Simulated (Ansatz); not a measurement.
C3H9B⁻, that is BH2(nPr) with one electron more. Total charge -1; doublet. Geometry PBE-D4/def2-SVP, that of the neutral singlet; atoms count from 1.

```tsv
atom	x (Å)	y (Å)	z (Å)
B1	-1.0445	-1.6987	-0.6501
H2	-0.8315	-2.7772	-0.1205
H3	-2.1777	-1.4700	-1.0415
C4	0.0586	-0.5934	-0.7270
C5	-0.1401	0.3176	0.5208
C6	0.8793	1.4587	0.5862
H7	-0.0425	0.0427	-1.6329
H8	1.0913	-1.0011	-0.7030
H9	-0.0682	-0.2919	1.4485
H10	-1.1687	0.7402	0.5164
H11	0.8080	2.1110	-0.3089
H12	0.7190	2.0941	1.4814
H13	1.9171	1.0681	0.6306
```

The highest occupied level of the charge -1 doublet lies above zero (up to 2.13 eV). By energy differences it is unbound by 0.35 eV (vertical, to the charge 0 singlet, at PBE0-D4/def2-TZVPD) and held by the finite basis.

Q: Estimate the Mulliken populations from the PBE0/def2-TZVPD orbitals of Ansatz.

A: 
```json
{"atom": "B1", "charge (e)": "-0.43", "spin (α − β)": "0.66"}
{"atom": "H2", "charge (e)": "-0.04", "spin (α − β)": "-0.04"}
{"atom": "H3", "charge (e)": "-0.06", "spin (α − β)": "-0.02"}
{"atom": "C4", "charge (e)": "-0.45", "spin (α − β)": "0.03"}
{"atom": "C5", "charge (e)": "-0.33", "spin (α − β)": "0.38"}
{"atom": "C6", "charge (e)": "-0.72", "spin (α − β)": "-0.05"}
{"atom": "H7", "charge (e)": "0.12", "spin (α − β)": "0.00"}
{"atom": "H8", "charge (e)": "0.13", "spin (α − β)": "-0.02"}
{"atom": "H9", "charge (e)": "0.10", "spin (α − β)": "0.05"}
{"atom": "H10", "charge (e)": "0.08", "spin (α − β)": "0.06"}
{"atom": "H11", "charge (e)": "0.20", "spin (α − β)": "-0.02"}
{"atom": "H12", "charge (e)": "0.19", "spin (α − β)": "0.00"}
{"atom": "H13", "charge (e)": "0.20", "spin (α − β)": "-0.02"}
```
Mulliken values and Mayer orders depend strongly on the basis. With diffuse functions, as here, like atoms can get unlike values, and bond orders can come out too low or too high.

Q: Where does the spin sit?

A: Summed by element: B 0.66, H -0.02, C 0.35, of 1 unpaired in all. Largest on single atoms: B1 0.66, C5 0.38, H10 0.06.

Q: And the Mayer bond orders between bonded heavy atoms (over 0.3)?

A: B1–C4 1.21 (1.56 Å); C4–C5 0.84 (1.56 Å); C5–C6 0.74 (1.53 Å). Values over 0.3 also appear between atoms too far apart for a bond (B1–C5 0.52 at 2.50 Å); they arise where an orbital or an unpaired electron spreads over both atoms.
